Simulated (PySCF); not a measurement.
hexafluoropropene (C₃F₆), singlet, geometry from GFN2-xTB. Base run: CAMB3LYP/STO-3G in PySCF.

The PySCF input:
```python
from pyscf import gto, scf, dft

mol = gto.Mole()
mol.atom = '''
    F     2.49184748   -0.18829557    0.79842098
    C     1.31418502    0.24683492    0.42467974
    F     1.26067366    1.55824784    0.42112146
    C     0.28229877   -0.52520184    0.08521556
    F     0.37606850   -1.85663792    0.10149667
    C    -1.06436063    0.03101770   -0.34154878
    F    -1.61086992    0.78624932    0.61807922
    F    -0.95447491    0.80748822   -1.42550070
    F    -1.91799358   -0.94215242   -0.62584863
'''
mol.basis = 'sto-3g'
mol.verbose = 5
mol.build()

mf = dft.RKS(mol)
mf.xc = 'camb3lyp'
mf.kernel()
```

The job was repeated with other settings on one machine. Differences are taken from exact integrals (base: -702.916358 Eh). The cheapest run took very roughly 4 core-seconds.

```
setting                                                                                                                 fitting functions  cost, times the cheapest (rough)  difference in total energy (µEh)
----------------------------------------------------------------------------------------------------------------------  -----------------  --------------------------------  --------------------------------
auxbasis = even-tempered beta=1.6                                                                                                     630                                 1                              -233
auxbasis = even-tempered beta=3.0                                                                                                     297                                 1                            -11372
auxbasis = cc-pvtz-ri                                                                                                                 729                                 1                             -2450
auxbasis = def2-tzvp-ri                                                                                                               684                                 1                             -2266
auxbasis = cc-pvdz-jkfit                                                                                                              630                                 1                              -770
auxbasis = cc-pvqz-jkfit                                                                                                              954                                 1                              -712
auxbasis = autoaux                                                                                                                    594                                 1                              -535
base                                                                                                                                    -                                 2                         reference
only_dfj = on; auxbasis = def2-universal-jfit                                                                                         441                                 3                             -5882
exchange = seminumerical (SGX) (with mf = sgx.sgx_fit(mf, auxbasis='def2-universal-jfit'); with mf.with_df.dfj = True)                441                                10                             -5887
```

Errors of the fitted Coulomb and exchange terms can cancel in the total.

Times come from a shared machine, hold the start-up and are rough.
